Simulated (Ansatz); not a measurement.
Species: C$_{2}$H$_{8}$BClN$_{2}$ (charge 0, singlet). SMILES: CNB(NC)Cl
Geometry from a B3LYP-D3(BJ)/def2-TZVP (Ansatz, a program for electronic structure) optimisation:
```xyz
14

C      2.2389     0.2418     0.8321
N      0.7985     0.4116     0.8630
B     -0.1565    -0.0256    -0.0723
Cl     0.3668    -0.9593    -1.5228
N     -1.5352     0.2327     0.0587
C     -2.1530     0.9483     1.1583
H      2.5179    -0.3145    -0.0591
H      2.5952    -0.3141     1.7041
H      2.7564     1.2053     0.8062
H      0.4642     0.9129     1.6703
H     -2.1650    -0.1548    -0.6205
H     -2.1368     0.3760     2.0930
H     -3.1930     1.1716     0.9238
H     -1.6506     1.9035     1.3375
```
Charge 0, spin multiplicity 1.

Wanted: atomisation energy (electronic, to ground-state atoms), in eV. Valence correlation only, unless marked. UHF or UKS for open shells. Spin-orbit coupling is left out. No relativistic terms. The coupled-cluster limit lacks core correlation, which all-electron functionals hold. CBS marks a two-point X^-3 extrapolation of the correlation energy; Hartree-Fock from the larger set. The bracket is a focal-point correction in the basis named.

```json
[
 {"level": "HF/aug-cc-pV(T+d)Z", "program": "Ansatz", "atomisation energy (eV)": "40.80"},
 {"level": "PBE-D4/def2-TZVPD", "program": "Ansatz + dftd4", "atomisation energy (eV)": "57.43"},
 {"level": "r2SCAN/def2-TZVPD", "program": "Ansatz", "atomisation energy (eV)": "56.01"},
 {"level": "r2SCAN-D3(BJ)/def2-TZVPD", "program": "Ansatz + dftd3", "atomisation energy (eV)": "56.10"},
 {"level": "PBE0/def2-SVP", "program": "Ansatz", "atomisation energy (eV)": "56.77"},
 {"level": "PBE0/def2-QZVPP", "program": "Ansatz", "atomisation energy (eV)": "56.29"},
 {"level": "r2SCANh/def2-TZVPD", "program": "Ansatz", "atomisation energy (eV)": "55.70"},
 {"level": "r2SCAN0/def2-TZVPD", "program": "Ansatz", "atomisation energy (eV)": "55.27"},
 {"level": "HSE06-D3(BJ)/def2-TZVPD", "program": "Ansatz + dftd3", "atomisation energy (eV)": "56.47"},
 {"level": "CAM-B3LYP-D4/def2-TZVPD", "program": "Ansatz + dftd4", "atomisation energy (eV)": "56.51"},
 {"level": "MP2/cc-pV(D+d)Z", "program": "Ansatz", "atomisation energy (eV)": "52.26"},
 {"level": "RI-MP2/aug-cc-pV(T+d)Z", "program": "Ansatz", "atomisation energy (eV)": "55.62"},
 {"level": "SCS-MP2/cc-pV(T+d)Z", "program": "Ansatz", "atomisation energy (eV)": "55.16"},
 {"level": "CCSD/cc-pV(T+d)Z", "program": "Ansatz", "atomisation energy (eV)": "53.60"},
 {"level": "CCSD(T)/STO-3G", "program": "Ansatz", "atomisation energy (eV)": "55.00"},
 {"level": "CCSD(T)/cc-pV(D+d)Z", "program": "Ansatz", "atomisation energy (eV)": "51.44"},
 {"level": "CCSD(T)/aug-cc-pV(T+d)Z", "program": "Ansatz", "atomisation energy (eV)": "54.74"},
 {"level": "CCSD(T)/cc-pwCVTZ", "program": "Ansatz", "atomisation energy (eV)": "54.47"},
 {"level": "RI-MP2/CBS(aug-cc-pV(T+d)Z,aug-cc-pV(Q+d)Z)+[CCSD(T)-MP2]/aug-cc-pV(D+d)Z", "program": "Ansatz", "atomisation energy (eV)": "55.88"},
 {"level": "RI-MP2/CBS(aug-cc-pV(T+d)Z,aug-cc-pV(Q+d)Z)+[CCSD(T)-MP2]/aug-cc-pV(T+d)Z", "program": "Ansatz", "atomisation energy (eV)": "55.97"},
 {"level": "CCSD(T)/CBS(cc-pV(T+d)Z,cc-pV(Q+d)Z)", "program": "Ansatz", "atomisation energy (eV)": "55.92"}
]
```
